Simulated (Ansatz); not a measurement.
Consider the redistribution: `O[SiH](Cl)[GeH3]` + `C[CH2][Cd][CH3]` → `C[SiH](Cl)[GeH3]` + `C[CH2][Cd][OH]`.

Gas-phase electronic energies from Ansatz, PBE0-D4/def2-TZVP geometries. CBS: MP2 limit from def2 TZ/QZ plus the TZ coupled-cluster correction, frozen cores. DFT in def2-TZVPP. B3LYP here is the variant with VWN-RPA as its local correlation; programs differ in this. def2 core potentials past Kr. For Cd, Ge outer-core shells are correlated without core-valence functions, which leaves a few kJ/mol of doubt a bond. Scalar relativity is left out up to krypton. One conformer a species, not always the lowest.

Problem. Is it downhill or uphill in electronic energy at CCSD(T)/CBS, and by how much? (Best estimate.)

Solution. The calculation gave: Uphill: ΔE = +0.51 eV.

Problem. What do these levels give: PBE-D4, r2SCAN-D4, PBE0-D4, ωB97M-V, PBE, B3LYP, SCS-MP2/def2-TZVPP, CCSD/def2-TZVPP, CCSD(T)/def2-TZVPP, MP2/def2-QZVPP, HF/CBS(def2), CCSD/CBS(def2)? (An estimate is asked.)

Solution. Computed: PBE-D4 0.45, r2SCAN-D4 0.49, PBE0-D4 0.50, ωB97M-V 0.54, PBE 0.46, B3LYP 0.52, SCS-MP2/def2-TZVPP 0.57, CCSD/def2-TZVPP 0.57, CCSD(T)/def2-TZVPP 0.56, MP2/def2-QZVPP 0.55, HF/CBS(def2) 0.57, CCSD/CBS(def2) 0.51 eV.

Largest T1 diagnostic among the species: 0.014.

From PBE to PBE0 (25 % exact exchange), in def2-TZVPP and without D4, ΔE moves by +0.06 eV.
